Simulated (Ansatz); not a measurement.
System: SbBr₂, charge 0, multiplicity 2. It need not be the lowest isomer of its formula. SMILES: [Sb]([Br])[Br]
Structure (B3LYP-D3(BJ)/def2-TZVP (Ansatz, an electronic-structure program) minimum search):
```xyz
3

Sb     0.1493    -0.5899     0.7138
Br     1.7658     0.8971    -0.5258
Br    -1.9833    -0.0376    -0.5143
```
Charge 0, spin multiplicity 2.

Computed values are from Ansatz. Correlated levels leave the core frozen unless marked. UHF or UKS for open shells. Spin-orbit coupling is left out. The frozen core is the preceding noble-gas configuration, with the filled d and f shells of earlier blocks. In def2 rows, elements after Kr have scalar-relativistic effective core potentials. Basis-set limits of correlation are two-point, X^-3; Hartree-Fock from the larger set. The bracket is a focal-point correction in the basis named.

Problem. What is the vertical ionisation energy (to the singlet) at RI-MP2/CBS(def2-TZVPPD,def2-QZVPPD)+[CCSD(T)-MP2]/def2-TZVPPD?

Solution. 8.28 eV.

Problem. What is the T1 diagnostic at CCSD/def2-TZVPPD?

Solution. 0.016.

Problem. What is the vertical electron affinity (to the singlet; negative means unbound) at RI-MP2/CBS(def2-TZVPPD,def2-QZVPPD)+[CCSD(T)-MP2]/def2-TZVPPD?

Solution. 1.94 eV.

Problem. What is the dipole moment at CCSD(T)/def2-SVPD?

Solution. 2.34 D.

Problem. What is the atomisation energy De at RI-MP2/CBS(def2-TZVPPD,def2-QZVPPD)+[CCSD(T)-MP2]/def2-TZVPPD?

Solution. 535.5 kJ/mol.
